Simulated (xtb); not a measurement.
xtb input:

```bash
xtb mol.xyz --gfnff --opt tight --chrg 0 --uhf 0
```
mol.xyz:
```
18

C      2.66862050    -0.07382175    -0.61353991
C      1.17550568     0.21824551    -0.72659158
C      0.38935059    -0.27509102     0.49549779
C     -1.08439323     0.03183206     0.44291221
C     -1.65120787     0.87762972     1.29953845
C     -1.87886856    -0.66499777    -0.62567867
H      3.09779971     0.40901695     0.26762802
H      3.21239215     0.28618963    -1.48875953
H      2.85336974    -1.14713831    -0.52425562
H      0.78235991    -0.24919951    -1.63295985
H      1.01388174     1.29425314    -0.83836023
H      0.52805006    -1.35980667     0.58291424
H      0.81901500     0.16966379     1.39659988
H     -2.71016274     1.10227201     1.26046616
H     -1.07371040     1.37273272     2.07080194
H     -2.93971477    -0.42706071    -0.55422325
H     -1.76222250    -1.75034301    -0.54840086
H     -1.53510079    -0.38336033    -1.62428049
```

Problem. Which total energy does the run end on?

Solution. -2.73700 Eh (GFN-FF).
